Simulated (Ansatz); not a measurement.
The same path of ClH + H7NSi2 (12 atoms, charge 0, multiplicity 1) was run twice with different band settings. Lost on the way: Si1–Si2, H6–Cl7. Made: Si1–Cl7, Si2–H6.

Computed with Ansatz, RHF/def2-SVP.

Relaxed end points:

```xyz
12
Properties=species:S:1:pos:R:3
Si -0.835 -0.554 -1.023
Si 0.548 -1.510 0.645
H -0.761 -1.361 -2.266
H -2.248 -0.629 -0.552
N -0.254 1.035 -1.375
H 1.158 1.988 2.384
Cl 0.459 2.965 1.961
H 0.620 -0.605 1.825
H 0.014 -2.817 1.104
H 1.930 -1.710 0.143
H -0.546 1.508 -2.209
H -0.084 1.690 -0.636
```

```xyz
12
Properties=species:S:1:pos:R:3
Si -1.670 0.838 -0.939
Si 1.610 -1.550 1.674
H -1.521 -0.583 -0.588
H -2.927 1.119 -1.648
N -0.357 1.311 -1.919
H 0.925 -0.270 1.962
Cl -1.796 1.866 0.877
H 2.839 -1.658 2.492
H 0.707 -2.684 1.980
H 1.979 -1.593 0.237
H 0.580 1.026 -1.709
H -0.370 2.179 -2.420
```

Common settings: movable images 5; climbing image yes; spring 5.0 eV/Å²; optimiser quadratic models (default); start path through a guess of the saddle point; iteration limit 60; end points relaxed.

| run | force threshold |
| --- | --- |
| 1 | 0.03 eV/Å |
| 2 | 0.2 eV/Å |

What does each run give, and how far can it be trusted?

Run 1: converged after 22 iterations, highest image 2.092 eV above the first end. Neighbouring images differ by up to 2.3 eV, so the band resolves the path poorly. A vibrational analysis at the climbing image gives one clearly imaginary mode, 1309i cm⁻¹: a first-order saddle point.
Run 2: converged after 14 iterations, highest image 2.100 eV above the first end. The threshold of 0.2 eV/Å is loose, so the images may lie well off the minimum-energy path. Neighbouring images differ by up to 2.2 eV, so the band resolves the path poorly. The order of the stationary point at the top wasn't checked.
The orbitals stay closed-shell, which can raise the energy where a bond breaks towards radicals; this wasn't checked here.
